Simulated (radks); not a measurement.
Values are calculated unless marked as measured or tabulated.
Trend from La2+ to Lu2+: ionisation energy by Delta-SCF between NIST ground configurations, and size. Level of theory: Dirac Kohn-Sham, PBEsol, spin-unpolarised, spherical densities, finite nucleus; open shells are shared between the two j in proportion to 2j + 1; Fermi nuclear charge, rms radius of each element as measured or else 0.836 A^(1/3) + 0.57 fm (a radial shooting solver on a logarithmic mesh with Libxc functionals).

| species | configuration | IE (eV) | NIST (eV) | kind | -e(HOMO) (eV) | r at 0.001 e/bohr^3 (bohr) |
|---|---|---|---|---|---|---|
| La2+ | [Xe] 5d1 | 18.897 | 19.177 | exp. | 14.554 (5d5/2) | 3.92 |
| Ce2+ | [Xe] 4f2 | 20.543 | 20.197 | semi-emp. | 12.842 (4f7/2) | 3.67 |
| Pr2+ | [Xe] 4f3 | 21.565 | 21.624 | exp. | 13.705 (4f7/2) | 3.64 |
| Nd2+ | [Xe] 4f4 | 22.431 | 22.09 | semi-emp. | 14.412 (4f7/2) | 3.60 |
| Pm2+ | [Xe] 4f5 | 23.175 | 22.4 | semi-emp. | 14.997 (4f7/2) | 3.56 |
| Sm2+ | [Xe] 4f6 | 23.818 | 23.6 | semi-emp. | 15.485 (4f7/2) | 3.52 |
| Eu2+ | [Xe] 4f7 | 24.374 | 24.84 | semi-emp. | 15.888 (4f7/2) | 3.49 |
| Gd2+ | [Xe] 4f7 5d1 | 19.782 | 20.54 | semi-emp. | 14.985 (5d5/2) | 3.69 |
| Tb2+ | [Xe] 4f9 | 25.267 | 21.82 | semi-emp. | 16.487 (4f7/2) | 3.43 |
| Dy2+ | [Xe] 4f10 | 25.621 | 22.89 | semi-emp. | 16.697 (4f7/2) | 3.40 |
| Ho2+ | [Xe] 4f11 | 25.919 | 22.79 | semi-emp. | 16.856 (4f7/2) | 3.37 |
| Er2+ | [Xe] 4f12 | 26.168 | 22.70 | semi-emp. | 16.966 (4f7/2) | 3.34 |
| Tm2+ | [Xe] 4f13 | 26.372 | 23.66 | semi-emp. | 17.034 (4f7/2) | 3.32 |
| Yb2+ | [Xe] 4f14 | 26.533 | 25.05 | semi-emp. | 17.061 (4f7/2) | 3.29 |
| Lu2+ | [Xe] 4f14 6s1 | 20.920 | 20.959 | exp. | 17.551 (6s1/2) | 4.05 |

Reference values: NIST Atomic Spectra Database (exp. = measured, semi-emp. = semi-empirical, theory = theoretical value adopted there). Spin polarisation and multiplet splitting are left out, so open shells lie too high by an amount that depends on their filling. Sharing an open shell by 2j + 1 raises it above the true ground level by a part of the spin-orbit splitting, which enters the differences from NIST.

Beside tabulated values, note that spin-unpolarised runs miss the spin-polarisation part of the exchange energy of open shells.
